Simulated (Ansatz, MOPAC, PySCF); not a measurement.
Noncovalent pair: HCl (SMILES Cl) (first 2 atoms) with ClH3Si (SMILES [SiH3]Cl); geometry from B3LYP-D3(BJ)/def2-TZVP, rigid monomers moved along the line of their centres of mass till H2···Cl4 is 2.22 Å.
(charge 0, multiplicity 1):
```xyz
7

Cl     0.18137     0.42715    -0.08156
H     -0.08917    -0.45574     0.81767
Si     0.06644     0.69243     3.58274
Cl    -0.38484    -1.21686     2.88531
H     -0.02832     0.65305     5.05393
H     -0.91839     1.62738     3.01157
H      1.43468     1.02183     3.14707
```

Counterpoise-corrected where a basis set is named; no monomer relaxation.

The state reached by PM6 isn't checked.

Codes used: Ansatz (a program for electronic structure); MOPAC for PM6 (differences of heats of formation); PySCF for the dispersion terms. 

**Question.** What interaction energy does PBE-D3(BJ)/def2-TZVPPD give?

**Answer.** -2.8 kcal/mol

**Question.** Predict the interaction energy from PM6.

**Answer.** 1.1 kcal/mol

**Question.** What is the computed interaction energy (B3LYP-D3(BJ)/def2-TZVPPD)?

**Answer.** -2.5 kcal/mol
